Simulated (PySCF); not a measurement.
C6H9OPS.
SMILES with atom numbers: `[OH:1][CH2:2][P:3]1(=[S:4])[CH:5]=[CH:6][CH2:7][CH:8]=[CH:9]1`

Structure used (GFN2-xTB), in Å, numbered top down from 1:
```
atom  x, y, z in Å
O1     2.915   -0.506    1.286
C2     1.942    0.455    1.036
P3     0.950   -0.066   -0.464
S4     2.144   -0.568   -1.915
C5    -0.196    1.278   -0.814
C6    -1.513    1.148   -0.708
C7    -2.253   -0.031   -0.172
C8    -1.462   -1.261    0.128
C9    -0.141   -1.382    0.099
H10    3.358   -0.711    0.444
H11    1.299    0.524    1.917
H12    2.380    1.446    0.827
H13    0.250    2.166   -1.246
H14   -2.151    1.970   -1.013
H15   -2.774    0.277    0.744
H16   -3.045   -0.294   -0.884
H17   -2.065   -2.116    0.413
H18    0.351   -2.323    0.311
```

NICS is the negative of the GIAO shielding at a point without a nucleus: at the ring centre (0) and 1 Å above and below it (1); zz is the component along the ring normal. Level: GIAO PBE0/pcSseg-1 (PySCF, non-relativistic, gas phase) on the GFN2-xTB geometry, one conformer.

Ring bond lengths (Å), with Mayer bond orders in brackets: P3–C5 1.800 (0.87), C5–C6 1.328 (1.90), C6–C7 1.492 (1.07), C7–C8 1.492 (1.07), C8–C9 1.327 (1.90), C9–P3 1.799 (0.86).

Q: Give the NICS values of each ring in ppm.

A: 
```
             ring                                                     type  NICS(0)  NICS(1), two faces  NICS(1)zz, two faces  rms pucker (Å)  centre to ring atoms, mean (Å)
P3–C5–C6–C7–C8–C9  6-membered ring with P; formal bonds 2 double, 4 single      1.0         -1.3 / -1.5             1.7 / 2.3            0.02                            1.53
```

Q: What can be read from them?

A: 
- P3–C5–C6–C7–C8–C9: mean NICS(1)zz 2.0 ppm, near zero. P3, C7 have four or more neighbours, so the value isn't read as a sign of a π ring current.

Q: What are the shieldings of the ring atoms and their hydrogens in the same run (means over atoms taken as equivalent)?

A: 
```json
{"atoms": "P3", "environment": "phosphorus bonded to 3 C and S", "σ isotropic (ppm)": "323.2"}
{"atoms": "C5 (×2)", "environment": "alkene CH carbon", "σ isotropic (ppm)": "56.3"}
{"atoms": "C6 (×2)", "environment": "alkene CH carbon", "σ isotropic (ppm)": "40.5"}
{"atoms": "C7", "environment": "allylic carbon", "σ isotropic (ppm)": "152.2"}
{"atoms": "H13 (×2)", "environment": "vinylic hydrogen", "σ isotropic (ppm)": "25.38"}
{"atoms": "H14 (×2)", "environment": "vinylic hydrogen", "σ isotropic (ppm)": "25.01"}
{"atoms": "H15", "environment": "methylene hydrogen", "σ isotropic (ppm)": "28.70"}
{"atoms": "H16", "environment": "methylene hydrogen", "σ isotropic (ppm)": "28.62"}
```
